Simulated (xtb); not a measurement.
xtb input (GFN1-xTB):

```bash
xtb mol.xyz --gfn 1 --sp --chrg -1 --uhf 0
```
mol.xyz:
```
5

O      1.14207638    -0.57711701     0.03962065
C     -0.16899708     0.04002171    -0.00836365
O     -0.13209157     1.28601244     0.06261514
O     -1.09820330    -0.76284603    -0.11072653
H      1.71973041     0.19147453     0.11810776
```

Output:

```
           -------------------------------------------------
          |                Calculation Setup                |
           -------------------------------------------------

           -------------------------------------------------
          |                 G F N 1 - x T B                 |
           -------------------------------------------------

        Reference                      10.1021/acs.jctc.7b00118
      * Hamiltonian:
        H0-scaling (s, p, d)           1.850000    2.250000    2.000000
        zeta-weighting                 0.000000
      * Dispersion:
        s8                             2.400000
        a1                             0.630000
        a2                             5.000000
        s9                             0.000000
      * Repulsion:
        kExp                           1.500000
        rExp                           1.000000
      * Coulomb:
        alpha                          2.000000
        third order                    atomic
        anisotropic                    false
      * Halogen bond correction:
        rad-scale                      1.300000
        damping                        0.440000

          ...................................................
          :                      SETUP                      :
          :.................................................:
          :  # basis functions                  18          :
          :  # atomic orbitals                  18          :
          :  # shells                           10          :
          :  # electrons                        24          :
          :  # halogen bonds                     0          :
          :  max. iterations                   250          :
          :  Hamiltonian                  GFN1-xTB          :
          :  restarted?                      false          :
          :  GBSA solvation                  false          :
          :  PC potential                    false          :
          :  electronic temp.          300.0000000     K    :
          :  accuracy                    1.0000000          :
          :  -> integral cutoff          0.2500000E+02      :
          :  -> integral neglect         0.1000000E-07      :
          :  -> SCF convergence          0.1000000E-05 Eh   :
          :  -> wf. convergence          0.2000000E-04 e    :
          :  Broyden damping             0.4000000          :
          :  net charge                         -1          :
          :  unpaired electrons                  0          :
          ...................................................

 iter      E             dE          RMSdq      gap      omega  full diag
   1    -16.9766662 -0.169767E+02  0.844E+00    9.05       0.0  T
   2    -17.1078219 -0.131156E+00  0.461E+00    6.63       1.0  T
   3    -17.1129124 -0.509044E-02  0.241E+00    7.26       1.0  T
   4    -17.1151722 -0.225979E-02  0.199E-01    6.94       1.0  T
   5    -17.1153233 -0.151191E-03  0.107E-01    7.06       1.0  T
   6    -17.1153981 -0.747849E-04  0.640E-03    7.02       7.0  T
   7    -17.1153984 -0.244110E-06  0.415E-04    7.02     107.8  T
   8    -17.1153984  0.716469E-09  0.510E-04    7.02      87.7  T
   9    -17.1153984 -0.124651E-08  0.974E-05    7.02     459.2  T
  10    -17.1153984 -0.569607E-10  0.163E-07    7.02  100000.0  T

   *** convergence criteria satisfied after 10 iterations ***

         #    Occupation            Energy/Eh            Energy/eV
      -------------------------------------------------------------
         1        2.0000           -0.5674414             -15.4409
       ...           ...                  ...                  ...
         6        2.0000           -0.3687222             -10.0334
         7        2.0000           -0.3519228              -9.5763
         8        2.0000           -0.3004031              -8.1744
         9        2.0000           -0.2801943              -7.6245
        10        2.0000           -0.2352753              -6.4022
        11        2.0000           -0.2294442              -6.2435
        12        2.0000           -0.2217025              -6.0328 (HOMO)
        13                          0.0361693               0.9842 (LUMO)
        14                          0.0958658               2.6086
        15                          0.3152297               8.5778
        16                          0.5728937              15.5892
        17                          0.6300458              17.1444
        18                          1.0044791              27.3333
      -------------------------------------------------------------
                  HL-Gap            0.2578718 Eh            7.0170 eV
             Fermi-level           -0.0927666 Eh           -2.5243 eV

 SCC (total)                   0 d,  0 h,  0 min,  0.005 sec
 SCC setup                      ...        0 min,  0.000 sec (  2.448%)
 Dispersion                     ...        0 min,  0.000 sec (  1.248%)
 classical contributions        ...        0 min,  0.000 sec (  0.535%)
 integral evaluation            ...        0 min,  0.001 sec ( 22.779%)
 iterations                     ...        0 min,  0.002 sec ( 35.417%)
 molecular gradient             ...        0 min,  0.002 sec ( 33.244%)
 printout                       ...        0 min,  0.000 sec (  4.040%)

         :::::::::::::::::::::::::::::::::::::::::::::::::::::
         ::                     SUMMARY                     ::
         :::::::::::::::::::::::::::::::::::::::::::::::::::::
         :: total energy             -17.030417831582 Eh    ::
         :: gradient norm              0.021221776611 Eh/a0 ::
         :: HOMO-LUMO gap              7.017047885120 eV    ::
         ::.................................................::
         :: SCC energy               -17.115398376446 Eh    ::
         :: -> electrostatic           0.302379395278 Eh    ::
         :: repulsion energy           0.085827120960 Eh    ::
         :: dispersion energy         -0.000846576096 Eh    ::
         :: halogen bond corr.         0.000000000000 Eh    ::
         :: add. restraining           0.000000000000 Eh    ::
         :: total charge              -1.000000000000 e     ::
         :::::::::::::::::::::::::::::::::::::::::::::::::::::

           -------------------------------------------------
          |                Property Printout                |
           -------------------------------------------------

    * Orbital Energies and Occupations

         #    Occupation            Energy/Eh            Energy/eV
      -------------------------------------------------------------
         1        2.0000           -0.5674414             -15.4409
         2        2.0000           -0.5333487             -14.5132
         3        2.0000           -0.5304969             -14.4356
         4        2.0000           -0.4252283             -11.5710
         5        2.0000           -0.3703420             -10.0775
         6        2.0000           -0.3687222             -10.0334
         7        2.0000           -0.3519228              -9.5763
         8        2.0000           -0.3004031              -8.1744
         9        2.0000           -0.2801943              -7.6245
        10        2.0000           -0.2352753              -6.4022
        11        2.0000           -0.2294442              -6.2435
        12        2.0000           -0.2217025              -6.0328 (HOMO)
        13                          0.0361693               0.9842 (LUMO)
        14                          0.0958658               2.6086
        15                          0.3152297               8.5778
        16                          0.5728937              15.5892
        17                          0.6300458              17.1444
Note: The following floating-point exceptions are signalling: IEEE_DENORMAL
normal termination of xtb
        18                          1.0044791              27.3333
      -------------------------------------------------------------
                  HL-Gap            0.2578718 Eh            7.0170 eV
             Fermi-level           -0.0927666 Eh           -2.5243 eV

  Mulliken/CM5 charges         n(s)   n(p)   n(d)
     1O    -0.62611 -0.81147   1.727  4.899  0.000
     2C     0.72273  0.80422   0.906  2.371  0.000
     3O    -0.71562 -0.75758   1.746  4.970  0.000
     4O    -0.68192 -0.71761   1.737  4.945  0.000
     5H     0.30092  0.48244   0.699  0.000  0.000

Wiberg/Mayer (AO) data.
largest (>0.10) Wiberg bond orders for each atom

 ---------------------------------------------------------------------------
     #   Z sym  total        # sym  WBO       # sym  WBO       # sym  WBO
 ---------------------------------------------------------------------------
     1   8 O    1.923 --     5 H    0.901     2 C    0.866
     2   6 C    3.852 --     4 O    1.521     3 O    1.465     1 O    0.866
     3   8 O    1.751 --     2 C    1.465     4 O    0.171
     4   8 O    1.778 --     2 C    1.521     3 O    0.171
     5   1 H    0.944 --     1 O    0.901
 ---------------------------------------------------------------------------

Topologies differ in total number of bonds
Writing topology from bond orders to xtbtopo.mol

 dipole moment from electron density (au)
     X       Y       Z
   1.3268   0.2647   0.0976  total (Debye):    3.448

           -------------------------------------------------
          | TOTAL ENERGY              -17.030417831582 Eh   |
          | GRADIENT NORM               0.021221776611 Eh/α |
          | HOMO-LUMO GAP               7.017047885120 eV   |
           -------------------------------------------------

------------------------------------------------------------------------
------------------------------------------------------------------------
 total:
 SCF:
```

It need not be the lowest isomer of its formula.
